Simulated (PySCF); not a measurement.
Si(Me)(OH)2(SH) (CH₆O₂SSi), SMILES C[Si](O)(O)S. The structure is a stationary point at PBE0-D3(BJ)/def2-SVP. The values are those of a single conformer.

Calculation: PBE0-D3(BJ)/def2-SVP (PySCF 2.14.0).

Harmonic wavenumbers (cm⁻¹): 127, 147, 174, 204, 244, 246, 259, 301, 357, 491, 678, 730, 766, 783, 799, 845, 917, 973, 1272, 1423, 1426, 2720, 3064, 3170, 3177, 3927, 3939. Rotational constants (GHz): 3.591, 2.296, 2.173; symmetry number 1.

Question: Work out the zero-point energy and the ideal-gas rigid-rotor harmonic-oscillator thermochemistry at 298.15 K and 1 atm.

Answer: ZPE = ½ Σ hcν = ½ × 33158 cm⁻¹ = 198.33 kJ/mol. H − E(el) = 222.97 kJ/mol. Entropy in J/(mol K): translation 167.39, rotation 114.17, vibration 85.13, total 366.69. G − E(el) = 113.64 kJ/mol. Cp = 128.82 J/(mol K). Modes under 150 cm⁻¹ make the vibrational entropy uncertain.
